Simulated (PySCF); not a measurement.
**Computed data sheet: `c1ccc(-c2ccnnn2)cc1`**

C9H7N3.
Z-matrix (Å and degrees, GFN2-xTB geometry), rows numbered from 1:
```
C 
C   1  1.3854
C   2  1.3819  1  120.35
C   3  1.3950  2  120.27  1    -0.08
C   4  1.4639  3  122.29  2  -179.98
C   5  1.4001  4  124.80  3     0.16
C   6  1.3843  5  115.59  4   180.00
N   7  1.3275  6  121.60  5    -0.04
N   8  1.2917  7  119.60  6     0.02
N   9  1.2820  8  122.82  7     0.02
C   4  1.3971  3  118.95  2     0.07
C  11  1.3805  4  120.48  3    -0.01
H   1  1.0799  2  120.00  3   179.99
H   2  1.0800  1  119.97  3  -179.99
H   3  1.0794  2  118.90  1   179.92
H   6  1.0778  5  123.08  4     0.02
H   7  1.0817  6  122.49  5   180.00
H  11  1.0787  4  118.39  3  -180.00
H  12  1.0798  1  120.03  2  -179.98
```

Among its groups: benzene ring and pyridine-type ring nitrogen.

GFN2-xTB geometry:

| Property | Result |
| --- | --- |
| Point group of the GFN2-xTB geometry | Cs |
| Rotational constants A, B, C of the GFN2-xTB geometry | 3.048, 0.579, 0.486 GHz |

PBE0/pcSseg-1 ground state and GIAO shieldings, non-relativistic (PySCF):

| Property | Result |
| --- | --- |
| Dipole moment | 5.36 D |
| HOMO energy | -7.00 eV |
| LUMO energy | -2.23 eV |
| HOMO–LUMO gap | 4.77 eV |
| Lowest Hirshfeld atomic charge | -0.11 e on N8 |
| Highest Hirshfeld atomic charge | +0.07 e on C5/H17 |
| 13C chemical shifts (computed TMS as zero) by class | 157.1 (C5), 154.1 (C7), 139.2 (C1), 137.7 (C4), 134.9 (C2/C12), 133.0 (C3/C11), 115.4 (C6) ppm |
| 1H chemical shifts (computed TMS as zero) by class | 9.27 (H15/H18), 9.23 (H17), 7.93 (H14/H19), 7.90 (H13), 7.76 (H16) ppm |
| Isotropic shieldings of nuclei other than C and H, by class | -270 (N9), -166 (N8), -157 (N10) ppm |
| Mayer bond orders between heavy atoms | C1–C2 1.43, C2–C3 1.46, C3–C4 1.40, C4–C5 1.01, C5–C6 1.28, C6–C7 1.41, C7–N8 1.42, N8–N9 1.36, N9–N10 1.40, C4–C11 1.43, C11–C12 1.43, C12–C1 1.42, N10–C5 1.37 |

Monoisotopic mass (most abundant isotopes): 157.0640 u.

The rotational constants make it an asymmetric top with κ = (2B − A − C)/(A − C) = -0.93, nearer the prolate limit (−1). The dipole equals about 17.9 × 10⁻³⁰ C·m (1 D = 3.33564 × 10⁻³⁰ C·m). With B = h/(8π²I), that is 505.379 GHz u Å² over I, the principal moments of inertia are 165.8, 873.5 and 1039.3 u Å² (most abundant isotopes); the inertial defect Ic − Ia − Ib is 0.0 u Å² (zero for a rigid planar frame, negative otherwise).

One conformer (not necessarily the lowest) at the GFN2-xTB geometry, without solvent or vibrations. GFN2-xTB frequencies show an imaginary mode (38i cm⁻¹), so this geometry is no minimum at that level. NMR classes are plain means over equivalent atoms (diastereotopic ones count apart unless rotation or inversion swaps them), as if these changed places fast; in this geometry the members of some classes differ.
